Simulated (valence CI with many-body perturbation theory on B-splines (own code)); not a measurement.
## Level structure of Mg VIII

Computed by valence CI with perturbative core correlation (CI+MBPT): three valence electrons over a frozen Dirac-Fock core [He], radial functions for each j: 11 s, 11 p, 9 d, 7 f, 5 g, 2 h, 1 i, with the one-electron correlation potential Σ1, the two-electron term Σ2, the three-electron term Σ3, Breit, model QED; selected CI, second order for the rest, scaled by the run's own slope (own B-spline code, finite nucleus).

No measured spectrum was set against this ion. As an estimate, levels hold to about 100 cm⁻¹ or 0.05 % of their energy and the worst to 300 or 400 cm⁻¹, as in measured light ions of charge 2 to 7.

Levels 46 to 69 of 69, with energies above the lowest level, 2s2.2p 2P°_1/2. "Leading %" is the weight of the configuration and term that name the level; weights of strongly mixed levels are sums over their largest components and can fall short. In the jj column 3d3/2^4 stands for four electrons in 3d with j = 3/2.

```csv
No.,Configuration,Term,J,E (cm⁻¹),Leading %,Leading jj,Second component
46,2s.2p.3d,4D°,7/2,1477300,98,2s 2p3/2 3d5/2 (69 %),
47,2s.2p.3d,2D°,3/2,1478200,96,2s 2p3/2 3d5/2 (44 %),
48,2s.2p.3d,2D°,5/2,1478600,92,2s 2p3/2 3d3/2 (48 %),4 % 2s.2p.3d 4D°
49,2s.2p.3d,4P°,5/2,1483600,93,2s 2p3/2 3d5/2 (57 %),
50,2s.2p.3d,4P°,3/2,1484300,96,2s 2p3/2 3d3/2 (53 %),
51,2s.2p.3d,4P°,1/2,1484800,98,2s 2p3/2 3d3/2 (86 %),
52,2s.2p.3s,2P°,1/2,1487100,93,2s 2p3/2 3s (61 %),
53,2s.2p.3s,2P°,3/2,1487200,92,2s 2p3/2 3s (64 %),
54,2s.2p.3d,2F°,5/2,1504800,99,2s 2p1/2 3d5/2 (52 %),
55,2s.2p.3d,2F°,7/2,1506900,99,2s 2p3/2 3d3/2 (53 %),
56,2s.2p.3d,2P°,3/2,1513000,95,2s 2p3/2 3d5/2 (41 %),
57,2s.2p.3d,2P°,1/2,1514200,95,2s 2p3/2 3d5/2 (78 %),
58,2s.2p.3p,2D,3/2,1548700,91,2s 2p3/2 3p1/2 (63 %),4 % 2p2.3s 2D
59,2s.2p.3p,2D,5/2,1548900,93,2s 2p3/2 3p3/2 (58 %),4 % 2p2.3s 2D
60,2s.2p.3p,2P,1/2,1549800,88,2s 2p3/2 3p1/2 (42 %),9 % 2p2.3s 2P
61,2s.2p.3p,2P,3/2,1550500,86,2s 2p3/2 3p3/2 (58 %),9 % 2p2.3s 2P
62,2s.2p.3p,2S,1/2,1559900,89,2s 2p3/2 3p3/2 (48 %),
63,2p2.3s,4P,1/2,1590900,98,2p1/2^2 3s (46 %),
64,2p2.3s,4P,3/2,1592100,98,2p1/2 2p3/2 3s (89 %),
65,2p2.3s,4P,5/2,1593900,98,2p3/2^2 3s (62 %),
66,2s.2p.3d,2F°,7/2,1597600,91,2s 2p3/2 3d5/2 (58 %),6 % 2p2.3p 2F°
67,2s.2p.3d,2F°,5/2,1597600,91,2s 2p3/2 3d3/2 (60 %),6 % 2p2.3p 2F°
68,2s.2p.3d,2D°,3/2,1607900,97,2s 2p3/2 3d3/2 (59 %),
69,2s.2p.3d,2D°,5/2,1608200,97,2s 2p3/2 3d5/2 (62 %),
```
